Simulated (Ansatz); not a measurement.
dichloromethane (CH2Cl2), singlet, at a GFN2-xTB geometry; BLYP/6-311G** (Ansatz, a first-principles code).

Ansatz was given this input:
Ansatz 0.2 input:
```yaml
crystal:
  periodic: [false, false, false]
  atoms:
    - {symbol: C, position_ang: [-0.01277935, 0.00575548, 0.78091376]}
    - {symbol: Cl, position_ang: [0.02591339, 1.46008427, -0.22991785]}
    - {symbol: Cl, position_ang: [-0.01872900, -1.46331993, -0.20910236]}
    - {symbol: H, position_ang: [-0.92568470, 0.02391950, 1.37405321]}
    - {symbol: H, position_ang: [0.88022607, -0.00344613, 1.40380793]}
basis:
  gaussian:
    orbitals: 6-311G__.json
hamiltonian:
  xc: blyp
```
The basis file holds 6-311G** in the JSON format of the Basis Set Exchange.

The log (banner, timings and long lists left out):

```
Functional definition: BLYP
702 factors; their error is unknown
mean field evaluation 1: about -26111.7836 eV, gradient 3.8e1 eV
mean field evaluation 2: about -26105.4324 eV, gradient 6.0e1 eV
mean field evaluation 4: about -26115.0769 eV, gradient 1.7e0 eV
mean field evaluation 8: about -26115.0659 eV, gradient 2.9e-2 eV
mean field -26115.06594979 eV, -959.7109722273 hartree, gradient 7.0e-6 eV, S^2 0.000000; 0 other end points of the search recorded, 0 dependent functions left out
reference -26115.06624282 eV, -959.7109829960 hartree; 21, 21 occupied and 63, 63 virtual orbitals, 702 factors
Total energy: -26115.06624282 eV, -959.7109829960 hartree
```
